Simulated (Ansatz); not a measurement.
Molecule: MgCl2, net charge -1, doublet state. SMILES of the parent species: [Cl][Mg][Cl]

Atoms: Mg1, Cl2, Cl3. Bonds: Mg1-Cl2, Mg1-Cl3.

Bond lengths (Å) and angles (degrees) optimised at HF/3-21G with Ansatz (a quantum-chemistry and plane-wave program); HF/6-31G* with Ansatz; B3LYP/6-31G* with Ansatz; MP2/6-31G* with Ansatz, each started from the B3LYP-D3(BJ)/def2-TZVP structure (Ansatz) of the last column. A row stands for all coordinates that are equal there. 6-31G* holds six Cartesian d functions. No wavenumbers were computed at MP2/6-31G*, so these may be saddle points.

```json
[
 {"coordinate": "Mg1-Cl2", "HF/3-21G": "2.396", "HF/6-31G*": "2.347", "B3LYP/6-31G*": "2.344", "MP2/6-31G*": "2.316", "B3LYP-D3(BJ)/def2-TZVP": "2.323"},
 {"coordinate": "Cl2-Mg1-Cl3", "HF/3-21G": "115.8", "HF/6-31G*": "116.3", "B3LYP/6-31G*": "119.1", "MP2/6-31G*": "118.0", "B3LYP-D3(BJ)/def2-TZVP": "118.8"}
]
```

Mean signed difference of all 2 bond lengths from B3LYP-D3(BJ)/def2-TZVP: HF/3-21G 0.073 Å, HF/6-31G* 0.024 Å, B3LYP/6-31G* 0.022 Å, MP2/6-31G* -0.007 Å.
